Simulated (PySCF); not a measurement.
Which level of theory gave which numbers?

Compound: C4H12OSi.
Geometry (PBE0-D3(BJ)/def2-TZVP, Å), atoms numbered from 1 in this order:
```
atom  x, y, z in Å
C1     2.1543   -1.0128   -0.1004
O2     1.3921    0.1060   -0.4670
Si3   -0.2095    0.2866   -0.0896
C4    -1.2096   -1.1067   -0.8366
C5    -0.6998    1.9263   -0.8199
C6    -0.4359    0.2858    1.7671
H7     3.1682   -0.8838   -0.4853
H8     2.2157   -1.1259    0.9890
H9     1.7469   -1.9407   -0.5199
H10   -2.2757   -0.9596   -0.6421
H11   -0.9310   -2.0772   -0.4174
H12   -1.0693   -1.1537   -1.9194
H13   -0.5616    1.9286   -1.9035
H14   -1.7506    2.1451   -0.6115
H15   -0.0961    2.7348   -0.4011
H16   -0.1493   -0.6715    2.2106
H17    0.1674    1.0684    2.2344
H18   -1.4821    0.4674    2.0286
```

The closed-shell ground state was solved 3 times with PySCF (density fitting, gas phase), always in the pcSseg-2 basis (391 functions), with these functionals: B97-2, KT3 and wB97X-D. Geometry: PBE0-D3(BJ)/def2-TZVP; no solvent, vibrations or thermal averaging.

| row | total energy (Eh) | HOMO (eV) | LUMO (eV) | dipole (D) |
| --- | --- | --- | --- | --- |
| P | -524.4772 | -7.37 | 0.45 | 1.04 |
| Q | -524.4748 | -9.53 | 2.07 | 1.08 |
| R | -530.4293 | -6.31 | -0.46 | 0.95 |

Task: Which functional belongs to which row?

Result: P = B97-2, Q = wB97X-D, R = KT3. By rising HOMO–LUMO gap: KT3 (GGA) 5.85 eV; B97-2 (global hybrid, 21 % exact exchange) 7.82 eV; wB97X-D (range-separated hybrid) 11.60 eV. Total energies of different functionals aren't bounds to one another; each is stationary for its own functional.

The pairwise dispersion term of wB97X-D wasn't added to the energies; at a given geometry it leaves orbitals and properties as they are.
